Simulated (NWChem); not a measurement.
# CH₃BeClO; SMILES C[O][Be][Cl]

```xyz
7

Be     0.0048    -0.1614     0.0001
Cl    -0.0015    -1.9845    -0.0001
O      0.0108     1.2192     0.0005
C     -0.0072     2.6079    -0.0003
H      0.7621     3.0039     0.6750
H      0.1859     2.9959    -1.0087
H     -0.9841     2.9816     0.3323
```
Atoms are numbered in this order, from 1.

Computed with NWChem. Pople sets run with spherical d functions. Geometry: optimised at B3LYP/6-31G* (spherical d).

Q: Among these, which level gives the highest value of “highest occupied level (eV)”?
A. TPSS/6-311++G**
B. TPSS/3-21G
C. TPSS/STO-3G
D. TPSS/6-31G*

A: C, TPSS/STO-3G. Values: TPSS/6-311++G** -7.19; TPSS/6-31G* -7.01; TPSS/3-21G -6.99; TPSS/STO-3G -4.89
